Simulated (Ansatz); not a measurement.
Ansatz (a quantum-chemistry and plane-wave program) input:

Ansatz 0.2 input:
```yaml
crystal:
  periodic: [false, false, false]
  atoms:
    - {symbol: Ge, position_ang: [-0.00000000, -0.00000000, -1.55357291]}
    - {symbol: Te, position_ang: [0.00000000, 0.00000000, 0.95604486]}
basis:
  gaussian:
    orbitals: def2-TZVP
hamiltonian:
  xc: b3lyp
  dispersion: d3bj
total_charge: 1
magnetization: {spin_polarized: true, initial_magnetization: 1}
phonons: {temperatures: {t_min: 298.15, t_max: 298.15, t_step: 100}}
```

### Question
Predict the final energy.

### Answer
-2344.87643 Eh (B3LYP-D3(BJ)/def2-TZVP). The basis has 98 functions.
